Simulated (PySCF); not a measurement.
# Peak assignment

Structure with atom numbers: `[CH3:1][c:2]1[cH:3][cH:4][c:5]([F:6])[cH:7][c:8]1[F:9]`. Each H is labelled by its parent atom.

No solvent, one conformer, averaged over atoms made equivalent by symmetry, fast rotation or ring inversion, non-relativistic Hamiltonian. σ from GIAO-PBE0/pcSseg-1; GFN2-xTB geometry; PySCF.

Shifts are taken against calculated references (same method and geometry level): 13C (σ = 186.93 ppm), 1H (σ = 31.72 ppm) against TMS.

Problem. Assign these signals to the numbered atoms. 13C{1H} NMR (computed): δ 171.7, 171.5, 136.9, 126.7, 116.4, 109.4, 18.0.

Solution. 
| δ (ppm) | atoms | environment | reason |
| --- | --- | --- | --- |
| 171.7 | C5 | aromatic carbon bearing fluorine | the electronegative substituent deshields the carbon that carries it |
| 171.5 | C8 | aromatic carbon bearing fluorine | – |
| 136.9 | C3 | aromatic CH | the aromatic region |
| 126.7 | C2 | substituted aromatic carbon | – |
| 116.4 | C4 | aromatic CH | – |
| 109.4 | C7 | aromatic CH | – |
| 18.0 | C1 | methyl carbon on an aromatic ring | aliphatic region, no heteroatom directly attached |

C5 and C8 lie closer than the usual error of such a calculation, so a measured spectrum could show them in the other order.

Problem. Assign these signals to the numbered atoms. 1H NMR (400 MHz, computed): δ 7.45 (m, 1H), 7.06 (m, 1H), 7.05 (m, 1H), 2.42 (s, 3H).

Solution. 
| δ (ppm) | atoms | environment | reason |
| --- | --- | --- | --- |
| 7.45 | H(C3) | hydrogen on an aromatic CH | ring-current deshielding |
| 7.06 | H(C7) | hydrogen on an aromatic CH | – |
| 7.05 | H(C4) | hydrogen on an aromatic CH | – |
| 2.42 | H(C1) | hydrogen on a methyl carbon on an aromatic ring | benzylic-type position, deshielded by the ring |

H(C7) and H(C4) lie closer than the usual error of such a calculation, so a measured spectrum could show them in the other order.

Splittings by 19F in the carbon and heteronuclear signals aren't shown, as no couplings were computed. Shifts are as computed. Against solution values, carbons near 30 ppm lie about +3 ppm off and those near 130 ppm about +5 ppm. Of 1211 compounds with measured shifts, 218 miss one by over three times the rms of a fit or turn the order of signals round; such compounds aren't used in these exercises. Multiplicities follow the n + 1 count of equivalent neighbours, as no J values were calculated; m marks all less simple cases, F and P coupling included.
